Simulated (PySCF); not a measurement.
Heteroatom series: isoheterole (benzo[c]). Isolated molecules, 0 K electronic values unless said otherwise. Strings in code marks are SMILES. In the def2 sets, heavy atoms carry core potentials. All members: neutral, multiplicity 1. Level: PBE-D3(BJ)/def2-TZVP // PBE-D3(BJ)/def2-SVP (PySCF). Delta-SCF ions had no search for a lower state.  The removal energy is E(N − 1 electrons) − E(N electrons) at the parent's geometry; ε(HOMO) is measured against the vacuum level.

```csv
species,−ε(HOMO) (eV),vertical ionisation energy (Delta-SCF) (eV)
`C1=c2ccccc2=CC1`,4.59,7.08
`CB1C=c2ccccc2=C1`,4.62,7.08
`[CH3][Ge]1([CH3])[CH]=c2ccccc2=[CH]1`,4.64,6.96
`c1ccc2c[te]cc2c1`,4.86,7.20
`c1ccc2cocc2c1`,4.89,7.46
`c1ccc2c[se]cc2c1`,4.94,7.36
`FC1(F)C=c2ccccc2=C1`,5.06,withheld
`F[Si]1(F)C=c2ccccc2=C1`,5.28,7.73
```

**Question.** Fit vertical ionisation energy (Delta-SCF) = a + b·x to the 7 complete rows by least squares, with x = −ε(HOMO) in eV. Give a, b and the rms residual, and predict the withheld value.

**Answer.** Means of the 7 rows: x̄ = 4.8314, ȳ = 7.2671 eV. Σ(x − x̄)² = 0.35689 and Σ(x − x̄)(y − ȳ) = 0.37063, so b = 1.038 and a = ȳ − b·x̄ = 2.252 eV. The rms residual is 0.079 eV. At x = 5.06 the line gives 7.50 eV. The run for `FC1(F)C=c2ccccc2=C1` gave 7.57 eV, so the line is off by 0.07 eV, within twice the rms residual.

Codes: PySCF.
